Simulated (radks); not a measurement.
Q: All-electron atom: Lu in [Xe] 4f14 5d1 6s2 (the NIST ground configuration). Calculated with a radial shooting solver on a logarithmic mesh with Libxc functionals: Dirac Kohn-Sham, PBEsol, spin-unpolarised, spherical densities, point nucleus; open shells fill j = l - 1/2 first. Some entries of the table are withheld. Estimate them.

| orbital | occ. | eigenvalue (hartree) | <1/r> (bohr^-1) | <r> (bohr) |
|---|---|---|---|---|
| 1s1/2 | 2 | -2320.361 | 82.22 | 0.01932 |
| 2s1/2 | 2 | -394.7376 | 19.89 | 0.08125 |
| 2p1/2 | 2 | -376.7631 | 19.85 | 0.06742 |
| 2p3/2 | 4 | -335.7156 | 16.96 | 0.07503 |
| 3s1/2 | 2 | -89.43918 | 7.291 | 0.2122 |
| 3p1/2 | 2 | -81.49184 | 7.206 | 0.2021 |
| 3p3/2 | 4 | -72.73780 | 6.461 | 0.2163 |
| 3d3/2 | 4 | -59.25024 | 6.352 | 0.1899 |
| 3d5/2 | 6 | -57.33857 | 6.172 | 0.1943 |
| 4s1/2 | 2 | -17.78878 | 3.055 | 0.4779 |
| 4p1/2 | 2 | -14.55489 | 2.944 | 0.4850 |
| 4p3/2 | 4 | -12.55997 | 2.683 | 0.5178 |
| 4d3/2 | 4 | (1) | 2.462 | 0.5410 |
| 4d5/2 | 6 | (2) | 2.399 | 0.5526 |
| 5s1/2 | 2 | -2.23417 | 1.143 | 1.172 |
| 5p1/2 | 2 | -1.34053 | 1.006 | 1.316 |
| 5p3/2 | 4 | -1.08705 | 0.9128 | 1.432 |
| 4f5/2 | 6 | -0.37915 | 1.844 | 0.7165 |
| 4f7/2 | 8 | -0.32317 | 1.812 | 0.7330 |
| 6s1/2 | 2 | -0.17002 | 0.3457 | 3.641 |
| 5d3/2 | 1 | -0.06934 | 0.4852 | (3) |
| 5d5/2 | 0 | -0.05775 | 0.4581 | (4) |

A: 
(1) 4d3/2 eigenvalue (hartree): -7.24483
(2) 4d5/2 eigenvalue (hartree): -6.88066
(3) 5d3/2 <r> (bohr): 2.832
(4) 5d5/2 <r> (bohr): 3.010
